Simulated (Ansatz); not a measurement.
CH7FNPSi can be A, `FC[SiH2]NP`, or B, `C[Si](N)(F)P`.

Computed with Ansatz on PBE0-D4/def2-TZVP structures; ΔE is electronic, products minus reactants. CCSD(T)/CBS adds triple-zeta CCSD(T) − MP2 to the extrapolated MP2 energy (def2 sets, frozen cores). Functionals use def2-TZVPP. B3LYP here is the variant with VWN-RPA as its local correlation; programs differ in this. One conformer a species, not always the lowest.

Q: Which is lower in electronic energy at CCSD(T)/CBS, and by how much? (An estimate is asked.)

A: Ansatz gave: B, by 322.1 kJ/mol.

Q: Give E(B) − E(A) in kJ/mol with PBE0-D4, MP2/def2-TZVPP, CCSD/def2-TZVPP, B2PLYP, B3LYP-D4, PBE-D4, ωB97M-V. (Estimate.)

A: Computed: PBE0-D4 -317.4, MP2/def2-TZVPP -327.7, CCSD/def2-TZVPP -314.7, B2PLYP -313.5, B3LYP-D4 -308.3, PBE-D4 -313.1, ωB97M-V -313.4. None reverses the order clearly.

Largest T1 diagnostic: 0.012.

From PBE to PBE0 (25 % exact exchange), in def2-TZVPP and without D4, E(B) − E(A) moves by −4.5 kJ/mol. In def2-TZVPP, CCSD(T) changes the Hartree–Fock value by −19.3 kJ/mol (the triples alone add −1.9 kJ/mol) and MP2 by −30.5 kJ/mol.
